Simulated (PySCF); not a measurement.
1,1,1,3,3,3-hexafluoropropane, C₃H₂F₆.
Z-matrix (Å and degrees, GFN2-xTB geometry), rows numbered from 1:
```
F 
C   1  1.3399
F   2  1.3329  1  106.84
F   2  1.3330  1  106.87  3   114.80
C   2  1.5259  1  109.82  3  -122.58
C   5  1.5260  2  113.12  1  -179.91
F   6  1.3331  5  112.70  2    60.97
F   6  1.3330  5  112.73  2   -60.92
F   6  1.3399  5  109.89  2  -179.98
H   5  1.0931  2  108.47  1    59.59
H   5  1.0929  2  108.44  1   -59.51
```

A PySCF run (density fitting, gas phase, GFN2-xTB geometry) gave HOMO -12.58 eV, LUMO -1.17 eV, dipole 2.15 D and E = -727.558 Eh.

Question: Which of these levels was it?
A. PBE0/def2-SVPD
B. wB97X-D/def2-SVPD
C. OLYP/def2-SVP
D. WP04/Sadlej pVTZ

Answer: D. It is WP04/Sadlej pVTZ. All candidates on this geometry:

```csv
level and settings,kind,basis functions,SCF cycles,E (Eh),HOMO (eV),LUMO (eV),dipole (D)
"OLYP/def2-SVP, energy threshold 1e-06 Eh",GGA,136,8,-713.8718,-8.97,0.82,1.79
WP04/Sadlej pVTZ,global hybrid fitted to proton shifts,234,13,-727.5579,-12.58,-1.17,2.15
"PBE0/def2-SVPD, energy threshold 1e-07 Eh",global hybrid,214,8,-713.4188,-11.40,0.46,2.08
wB97X-D/def2-SVPD,range-separated hybrid,214,12,-713.9056,-13.35,2.13,2.10
```

The nearest other candidate, by the summed differences of HOMO and LUMO, is PBE0/def2-SVPD: its HOMO differs by +1.18 eV and its LUMO by +1.63 eV. wB97X-D ran without the empirical dispersion term, which would shift the total energy alone. Cycle counts include a coarse-grid stage where the run had one. WP04 was designed for NMR shieldings or shifts; total energies of different functionals aren't comparable.
